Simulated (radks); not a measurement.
Values are calculated unless marked as measured or tabulated.
Task: The mean radii <r> (bohr) of the occupied orbitals of an atom or ion are listed with their occupations. Code: a radial shooting solver on a logarithmic mesh with Libxc functionals. Model: scalar-relativistic Kohn-Sham, revPBE, spin-polarised, spherical densities, finite nucleus; Fermi nuclear charge, rms radius of each element as measured or else 0.836 A^(1/3) + 0.57 fm.

| orbital | occ. | <r> |
|---|---|---|
| 1s up | 1 | 0.09094 |
| 1s down | 1 | 0.09094 |
| 2s up | 1 | 0.4434 |
| 2s down | 1 | 0.4433 |
| 2p up | 3 | 0.4061 |
| 2p down | 3 | 0.4060 |
| 3p up | 3 | 1.591 |
| 3p down | 2 | 1.610 |
| 4p up | 2 | 5.402 |

Name the element and its charge. Open shells, if any, are filled with parallel spins first.

Result: Z = 17, chlorine, charge 0: Cl in [Ne] 3p5 4p2. The 1s radius gives Z: for a bare nucleus <r> = (2 gamma + 1)/(2Z) with gamma = sqrt(1 - (Z/c)^2), 0.08778 bohr for Z = 17, and screening makes it slightly larger (0.09094 here). The occupations add up to 17, and the charge is Z minus that.
